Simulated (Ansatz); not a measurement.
Computed with Ansatz on PBE0-D4/def2-TZVP structures; ΔE is electronic, products minus reactants. CCSD(T)/CBS is the MP2 limit (def2-TZVPP, def2-QZVPP) plus CCSD(T) − MP2 in def2-TZVPP, frozen cores. This one scheme is used for every species. DFT in def2-TZVPP. Elements past krypton have def2 core potentials. For Cd outer-core shells are correlated without core-valence functions, which leaves a few kJ/mol of doubt a bond. Each species was taken in one conformer, which may not be the lowest.

Reaction (ligand exchange at a Cd–F bond): `[F][Cd][O][SiH3]` + HCl → `[SiH3][O][Cd][Cl]` + H–F

`[F][Cd][O][SiH3]`:

```xyz
7

F    -2.663    2.083   -2.043
Cd   -1.190    1.059   -1.350
O     0.342    0.029   -0.739
Si    0.769   -0.630    0.688
H    -0.197   -1.682    1.123
H     0.825    0.390    1.776
H     2.113   -1.248    0.545
```

HCl:

```xyz
2

Cl    0.174   -0.318   -0.527
H    -0.174    0.318    0.527
```

`[SiH3][O][Cd][Cl]`:

```xyz
7

Si    0.002    0.164   -1.250
O     0.192   -0.771    0.068
Cd    0.056   -0.497    1.996
Cl   -0.076   -0.289    4.238
H     0.941    1.325   -1.247
H     0.265   -0.653   -2.464
H    -1.380    0.721   -1.341
```

H–F:

Cartesian coordinates in Å:
```
F 0.059 -0.340 0.304
H -0.059 0.340 -0.304
```

| species | CAM-B3LYP energy (Eh) |
| --- | --- |
| `[F][Cd][O][SiH3]` | -634.20819 |
| HCl | -460.83220 |
| `[SiH3][O][Cd][Cl]` | -994.60292 |
| H–F | -100.46747 |

Question: Work out ΔE.

Answer: ΔE = (-994.60292) + (-100.46747) − (-634.20819) − (-460.83220) = -0.03000 Eh = -0.82 eV. CCSD(T)/CBS gives -0.95 eV.

Largest T1 diagnostic among the species: 0.016.

At CCSD(T), def2-SVP lies +0.09 eV from the extrapolated value and def2-TZVPP +0.04 eV. From BLYP to BHLYP (50 % exact exchange), in def2-TZVPP and without D4, ΔE moves by −0.22 eV. Leaving LDA and LC-ωPBE aside and taking each functional with its dispersion term where it has one, the values, not all of them listed here, spread over 0.25 eV, from PBE-QIDH to BLYP-D4. LDA lies −0.08 eV from PBE without D4.
